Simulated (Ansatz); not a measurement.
CHNSi, SMILES `N#C[SiH]` (lower singlet) (charge 0, multiplicity 1). This singlet lies 1.09 eV below the relaxed triplet at the level B3LYP/cc-pVTZ // PBE0-D3(BJ)/def2-TZVP (Ansatz, a program for electronic structure).

Cartesian coordinates (Å):
SMILES: C(#N)[SiH]
```xyz
4

N      1.8355    -0.2102     0.1079
C      0.7377     0.0600    -0.1398
Si    -0.9535     0.6726    -0.6385
H     -1.6197    -0.5224     0.0235
```
Charge 0, multiplicity 1.

Frozen-core energies in 6-31g from Ansatz at a geometry from PBE0-D3(BJ)/def2-TZVP; the HF reference has <S^2> = 0.00 (restricted, and unstable towards unrestricted orbitals) and the T1 diagnostic is 0.015.

```json
[
 {"level": "HF", "energy (Ha)": "-381.67824", "difference from CCSDTQ (mHa)": "269.29"},
 {"level": "MP2", "energy (Ha)": "-381.92457", "difference from CCSDTQ (mHa)": "22.96"},
 {"level": "CCSD", "energy (Ha)": "-381.93667", "difference from CCSDTQ (mHa)": "10.86"},
 {"level": "CCSD(T)", "energy (Ha)": "-381.94579", "difference from CCSDTQ (mHa)": "1.74"},
 {"level": "CCSDT", "energy (Ha)": "-381.94601", "difference from CCSDTQ (mHa)": "1.52"},
 {"level": "CCSDT(Q)", "energy (Ha)": "-381.94773", "difference from CCSDTQ (mHa)": "-0.20"},
 {"level": "CCSDTQ", "energy (Ha)": "-381.94753", "difference from CCSDTQ (mHa)": "0.00"}
]
```
